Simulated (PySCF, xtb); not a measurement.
Si(H)2(Me)(OAc) (C3H8O2Si), SMILES C[SiH2]OC(C)=O.

Geometry optimised at PBE0-D3(BJ)/def2-SVP. The values are those of a single conformer.

Level of theory: PySCF 2.14.0 with C-PCM-ωB97X/def2-SVP.

The values are the electrostatic part of the solvation free energy, E(continuum) − E(gas) at the gas-phase geometry, in a cavity of scaled van der Waals radii (PySCF's table); cavitation and dispersion terms are not included. In vacuum the orbital gap is 13.01 eV. The dipole moment in vacuum is 1.40 D.

| solvent | ε | ΔG(elec) (kcal/mol) | dipole (D) | gap (eV) |
|---|---|---|---|---|
| water | 78.36 | -4.3 | 1.86 | 13.16 |
| tetrahydrofuran | 7.43 | -3.8 | 1.79 | 13.14 |
| n-hexane | 1.88 | -1.9 | 1.59 | 13.08 |

For comparison, GFN2-xTB/ALPB(water) (xtb, at the GFN2-xTB geometry, all terms of that model) gives -2.7 kcal/mol.
